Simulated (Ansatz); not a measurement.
Ga(NH3)H3 (GaNH6), relaxed as a singlet with RKS PBE0-D4/def2-TZVP in Ansatz, starting from the GFN2-xTB geometry. Force threshold 0.02 eV/Å.

Start:

```
atom   x (Å)   y (Å)   z (Å)
 Ga1   0.693  -0.025   0.856
  N2  -0.639   0.023  -0.789
  H3  -1.599  -0.151  -0.490
  H4  -0.393  -0.687  -1.480
  H5  -0.614   0.932  -1.251
  H6   2.009   0.239   0.120
  H7   0.435  -1.453   1.348
  H8   0.108   1.122   1.685
```

```
step  energy (eV)  largest force component (eV/Å)  SCF passes
   1  -53957.7924                           0.778          13
   2  -53957.8535                           0.249          19
   3  -53957.8575                           0.046          19
   4  -53957.8577                           0.033          20
   5  -53957.8578                           0.001          20
```

Force components are those of the run's own axes.

End:

```xyz
8

Ga    0.707   -0.026    0.874
N    -0.646    0.023   -0.798
H    -1.598   -0.146   -0.493
H    -0.400   -0.686   -1.479
H    -0.616    0.927   -1.257
H     2.051    0.251    0.087
H     0.421   -1.504    1.356
H     0.080    1.162    1.710
```

By distances, no bond broke or formed. The bond that changes most is Ga1–H6, from 1.53 to 1.58 Å (atoms count from 1).

No frequencies were taken in this run, so the end may be a saddle point.

Run time 4.6 s (4 threads of AMD EPYC 7B13 on a shared host).
